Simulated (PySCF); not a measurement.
B(H)(PH2)2 (BH₅P₂), SMILES PBP. Coordinates come from a B3LYP-D3(BJ)/def2-TZVP optimisation. Other conformers were not sampled.

Q: Give the equilibrium geometry at B3LYP-D3(BJ)/def2-TZVP (PySCF confirms it by a frequency run) as bond lengths and angles, and its point group. (An estimate is asked for; the answer gives what the named calculation found.)

A: This is not unique; one that fits is point group Cs.
Atoms: B1 H2 P3 H4 H5 P6 H7 H8. Bonds (Å): B1–H2 1.191, B1–P3 1.882, B1–P6 1.882, P3–H4 1.411, P3–H5 1.412, P6–H7 1.412, P6–H8 1.411. Bond angles (°): H2–B1–P3 117.1, H2–B1–P6 117.1, P3–B1–P6 123.9, B1–P3–H4 100.7, B1–P3–H5 102.9, H4–P3–H5 98.4, B1–P6–H7 102.9, B1–P6–H8 100.7, H7–P6–H8 98.4.
